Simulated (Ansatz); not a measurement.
A nudged elastic band was laid between two geometries of FGaH2 + H4Si (9 atoms, charge 0, multiplicity 1).

The calculation used RHF/def2-SVP (Ansatz 0.2.0).

| Quantity | Value |
| --- | --- |
| movable images | 5 |
| climbing image | yes |
| spring | 5.0 eV/Å² |
| optimiser | quadratic models (default) |
| start path | through a guess of the saddle point |
| force threshold | 0.03 eV/Å |
| iteration limit | 60 |
| end points | relaxed |

First end point:

```xyz
9
Properties=species:S:1:pos:R:3
Ga -1.015 -0.081 -1.735
F 0.743 -0.134 -1.780
H -1.708 -1.477 -1.685
H -1.628 1.346 -1.872
H -0.558 0.070 0.688
Si 0.749 0.068 1.413
H 1.541 1.233 0.975
H 1.444 -1.204 1.142
H 0.433 0.179 2.855
```

Last end point:

```xyz
9
Properties=species:S:1:pos:R:3
Ga -1.018 -0.186 -0.406
F 0.615 0.096 -2.172
H -1.584 -1.551 -0.962
H -1.699 1.156 -0.911
H 0.461 0.798 -2.726
Si 0.550 -0.100 1.477
H 1.475 1.059 1.351
H 1.382 -1.328 1.584
H -0.181 0.056 2.764
```

(1) What changes between the two ends?

(2) Give the energies along the band, and the barrier.

(3) What is the geometry of the highest image?

The band took 34 iterations and of the order of 5 core-minutes.

## Answers

(1) Bonds broken: Ga1–F2, H5–Si6. Bonds formed: Ga1–Si6, F2–H5. FGaH2 + H4Si becomes FH + GaH5Si.

(2) It converged. The highest image is number 4 of 0 to 6, 2.22 eV above the first end and 1.29 eV above the last; the last end lies 0.93 eV above the first. Neighbouring images differ by up to 1.4 eV, so the band resolves the path poorly. A vibrational analysis at the climbing image gives one clearly imaginary mode, 823i cm⁻¹: a first-order saddle point. The orbitals stay closed-shell, which can raise the energy where a bond breaks towards radicals; this wasn't checked here.

| image | path coordinate (Å) | energy (eV) | Ga1–F2 (Å) | H5–Si6 (Å) | Ga1–Si6 (Å) |
| --- | --- | --- | --- | --- | --- |
| 0 | 0.00 | 0.00 | 1.76 | 1.49 | 3.61 |
| 1 | 1.42 | 0.04 | 1.75 | 1.49 | 3.92 |
| 2 | 2.84 | 0.05 | 1.75 | 1.49 | 3.99 |
| 3 | 4.26 | 0.83 | 1.77 | 1.46 | 3.22 |
| 4 | 5.68 | 2.22 | 1.91 | 1.97 | 2.56 |
| 5 | 7.44 | 0.95 | 2.44 | 3.33 | 2.46 |
| 6 | 9.21 | 0.93 | 2.42 | 4.30 | 2.45 |

(3) 
```xyz
9
Properties=species:S:1:pos:R:3
Ga -1.184 -0.165 -0.964
F 0.496 0.503 -1.579
H -1.396 -1.607 -1.546
H -2.229 1.006 -0.980
H 1.199 0.459 -0.404
Si 0.219 -0.181 1.177
H 1.613 0.411 0.365
H 0.983 -1.323 1.737
H 0.299 0.897 2.193
```

Time of the run: 2.7 min on 2 threads of AMD EPYC 7B13 (Zen 3), on a shared host, peak memory 0.21 GiB.
